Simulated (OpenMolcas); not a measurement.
## Br V: effect of the basis set

* Program: OpenMolcas
* Method: SS-RASPT2, IPEA 0.25 Eh, imaginary shift 0.1 Eh (closed shells correlated: 3d 4s)
* Active space: 1 electron in 9 orbitals (RAS2 4p; RAS3 4d 5s, at most 1 electron)
* State averaging: 2S+1 = 2 odd, 3 roots; 2S+1 = 2 even, 6 roots
* Spin-orbit coupling: RASSI with atomic mean-field integrals over the reference wave functions, term energies averaged over their components

A. ANO-RCC-VQZP [7s6p4d2f1g], DKH2, point nucleus; CASPT2 step of the order of 3 core-seconds
B. ANO-R3 [7s6p5d4f2g], X2C, finite nucleus; CASPT2 step roughly 6 core-seconds
C. ANO-RCC [9s8p6d4f2g], DKH2, point nucleus; CASPT2 step about 12 core-seconds

Energies in cm-1 above 4s2 4p 2P* 1/2, the measured ground level; measured values from Moore, Atomic Energy Levels, vol. II, NSRDS-NBS 35 (1971 reprint of NBS Circular 467, 1952).

| Level | A | B | C | Measured |
| --- | --- | --- | --- | --- |
| 4s2 4p 2P* 1/2 | 0.0 | 0.0 | 0.0 | 0.0 |
| 4s2 4p 2P* 3/2 | 5506 | 5492 | 5576 | 6090 |
| 4s2 4d 2D 3/2 | 176080 | 176823 | 176053 | 187970 |
| 4s2 4d 2D 5/2 | 176535 | 177389 | 176554 | 188592 |
| 4s2 5s 2S 1/2 | 213071 | 217881 | 213223 | 213510 |

Deviations, from unrounded energies. A percentage is the sum of absolute deviations over the sum of measured energies, with the sign that they share, or ± where signs differ.

| Against measurement | Levels | A | B | C |
| --- | --- | --- | --- | --- |
| mean absolute deviation (cm-1) | 4 | 6200 | 6800 | 6200 |
| fine structure of the ground term (%) | 1 | -9.6 | -9.8 | -8.4 |
| other configurations (%) | 3 | -4.1 | ±4.5 | -4.1 |

A, C lie about equally close to measurement and B furthest from it. The largest miss of C in the table is 4s2 4d 2D 5/2, by -12000 cm-1. The ranking rests on the paired levels alone, and a cruder setting can come out closer through cancelling errors.

Among A to C the level of the table that moves most is 4s2 5s 2S 1/2, by 4800 cm-1 (lowest in A, highest in B).

Over all roots computed the reference weight is 0.92 to 0.97 in A, 0.90 to 0.96 in B, 0.91 to 0.97 in C; the roots of lowest weight are the least certain, and an intruder state may touch them. ANO sets are built for valence states and can reach diffuse excited orbitals poorly, and with the s shell closed the s pⁿ⁺¹ terms that mix with these levels are absent. With one active electron, CASPT2 adds the correlation within the correlated inactive shells and between them and that electron, and leaves the splitting within a term as the reference gives it. Computed and measured levels are paired by configuration, term and J; levels that our copy of the source lacks, or whose pairing is in doubt (as where it misses far off the trend of its configuration), stay unpaired and out of the deviations. Levels of configurations outside the active space are missing.

* marks odd parity.
